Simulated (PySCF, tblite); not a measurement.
A set of runs on `[O-][C]1C=COC(CO)=C1` [radical]; the geometry of each is named by its level. Settings lines and outputs come from a driver script.

Species: C₆H₆O₃ (charge -1 and doublet state).
Bonds: O1–C2, C2–C3, C3–C4 (double), C4–O5, O5–C6, C6–C7, C7–O8, C6–C9 (double), C2–C9. Hydrogens: H10 on C3; H11 on C4; H12, H13 on C7; H14 on O8; H15 on C9.

Step 1: GFN2-xTB geometry optimisation, gas phase (tblite 0.8.0) (from a force-field or distance-geometry start)
```json
{"job": {"kind": "relax", "xc": "GFN2-xTB", "basis": "xTB"}, "charge": -1, "multiplicity": 2}
```
```
step      E/eV     max force
  0    -766.39990    4.673
  1    -766.92058    2.892
  2    -767.23966    2.958
...
104    -768.44769    0.025
105    -768.44789    0.035
106    -768.44802    0.027
107    -768.44806    0.011
108    -768.44808    0.007
```

Energy lowered by 47.2 kcal/mol over 108 steps; largest atomic force 0.007 eV/Å at the end. «max force» is the largest atomic force in eV/Å.

Step 2: GFN2-xTB harmonic vibrations, gas phase (tblite 0.8.0) (on the GFN2-xTB geometry)
```json
{"job": {"kind": "ir", "xc": "GFN2-xTB", "basis": "xTB"}, "charge": -1, "multiplicity": 2}
```
```
(table of modes left out)
```

39 modes from 52 to 3531 cm⁻¹ (unscaled, harmonic); zero-point energy 65.3 kcal/mol; all wavenumbers are real at this level.

Step 3: UKS B3LYP, pcH-1 on C H O, non-relativistic, mean-field spin-orbit, GIAO (PySCF 2.14.0) (on the GFN2-xTB geometry)
```json
{"job": {"kind": "epr", "basis": "pcH-1"}, "charge": -1, "multiplicity": 2}
```
```
...
E = -457.90520864 Eh   <S^2> = 0.7622 (exact 0.7500)
g shifts (ppm)      1          2          3
  rmc          -241       -241       -241
  gc             -5         74         53
  oz_so         204       2420       3006
  total         -43       2254       2818
hyperfine (MHz)  atom isotope    a_iso     a_fc   dipolar eigenvalues
    0   17O     -19.03     -19.03    -71.60     35.11     36.50
    1   13C       8.56       8.56    -18.79    -15.38     34.17
    2   13C     -16.52     -16.52     -9.48      4.46      5.02
    3   13C       8.82       8.82    -10.40     -8.76     19.16
    4   17O     -19.42     -19.42    -50.70     24.53     26.16
    5   13C      46.46      46.46    -42.23    -40.71     82.94
    6   13C     -14.25     -14.25     -1.90      0.00      1.90
    7   17O     -53.57     -53.57    -15.19      7.49      7.70
    8   13C     -18.93     -18.93     -4.10     -0.71      4.81
    9    1H       2.76       2.76     -2.60      0.01      2.58
   10    1H      -9.85      -9.85     -5.30     -1.58      6.87
   11    1H       3.41       3.41     -3.92     -2.23      6.15
   12    1H      14.88      14.88     -4.15     -1.91      6.06
   13    1H      -4.83      -4.83     -6.46      0.06      6.40
   14    1H      -2.30      -2.30     -3.80     -0.26      4.06
```

⟨S²⟩ 0.762; g_iso 2.0040. rmc, gc and oz_so are the mass-correction, gauge-correction and orbital-Zeeman/spin–orbit parts of the g shift along its three principal axes; a_iso is the isotropic hyperfine coupling and a_fc its Fermi-contact part. The log counts atoms from 0, this text from 1.

Problem. Which step took the most CPU time, and about what did each take on an Arm Neoverse V1 with one thread, shared host?

Solution. Step 3, about 99 % of the total. CPU time by step: 1: 0.69 s, 2: 0.47 s, 3: 83 s.

Geometry of the electronic-property runs (GFN2-xTB):
```
atom  x, y, z in Å
O1    -1.954   -1.540   -1.859
C2    -1.409   -0.828   -0.961
C3    -2.157    0.131   -0.151
C4    -1.579    0.875    0.799
O5    -0.245    0.838    1.150
C6     0.530   -0.069    0.362
C7     1.983    0.018    0.634
O8     2.713    0.827   -0.324
C9    -0.031   -0.841   -0.632
H10   -3.217    0.245   -0.336
H11   -2.104    1.604    1.408
H12    2.168    0.483    1.606
H13    2.440   -0.985    0.617
H14    2.227    0.750   -1.154
H15    0.632   -1.499   -1.182
```

Whether the extra electron is bound in the gas phase wasn't checked; a finite basis holds it in any case. (This holds for the electronic-property runs.)

One conformer stands for the species.
